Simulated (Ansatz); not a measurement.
The cluster Mg4O4, relaxed as a singlet with RKS PBE-D4/def2-SVP in Ansatz, starting from the GFN1-xTB geometry. Force threshold 0.02 eV/Å.

The restricted singlet is unstable towards broken spin symmetry at other levels; at PBE-D4/def2-SVP this wasn't settled. Another isomer (singlet) lies 3.93 eV lower at PBE0-D4/def2-TZVP; other spin states weren't run for this one.

Start:

Cartesian coordinates in Å:
```
Mg -1.069 1.210 1.536
Mg 0.743 0.896 -0.665
Mg -0.755 -1.402 0.585
Mg 1.951 -0.548 -2.461
O 0.935 -0.989 -0.141
O -0.214 -0.771 -1.104
O 0.027 2.080 0.447
O -1.617 -0.476 1.804
```

```json
{"step": "1", "energy (eV)": "-29933.3770", "largest force component (eV/Å)": "2.112", "SCF passes": "45"}
{"step": "2", "energy (eV)": "-29933.9181", "largest force component (eV/Å)": "1.322", "SCF passes": "29"}
{"step": "3", "energy (eV)": "-29934.2855", "largest force component (eV/Å)": "0.379", "SCF passes": "29"}
{"step": "4", "energy (eV)": "-29934.2919", "largest force component (eV/Å)": "0.406", "SCF passes": "29"}
{"step": "5", "energy (eV)": "-29934.3371", "largest force component (eV/Å)": "0.227", "SCF passes": "24"}
{"step": "6 (rejected)", "energy (eV)": "-29934.3354", "largest force component (eV/Å)": "0.150", "SCF passes": "24"}
{"step": "7", "energy (eV)": "-29934.3414", "largest force component (eV/Å)": "0.039", "SCF passes": "25"}
{"step": "8", "energy (eV)": "-29934.3418", "largest force component (eV/Å)": "0.013", "SCF passes": "25"}
```

Force components are those of the run's own axes.

End:

Cartesian coordinates in Å:
```
Mg -1.216 1.265 1.721
Mg 0.793 1.127 -0.679
Mg -0.693 -1.352 0.514
Mg 1.805 -0.937 -2.364
O 1.125 -0.982 -0.311
O -0.080 -0.751 -1.325
O -0.074 2.166 0.591
O -1.660 -0.535 1.852
```

By distances, no bond broke or formed. The bond that changes most is Mg4–O5, from 2.57 to 2.16 Å (atoms count from 1).

No frequencies were taken in this run, so the end may be a saddle point.

Run time 11 s (4 threads of Arm Neoverse V2 on a shared host).
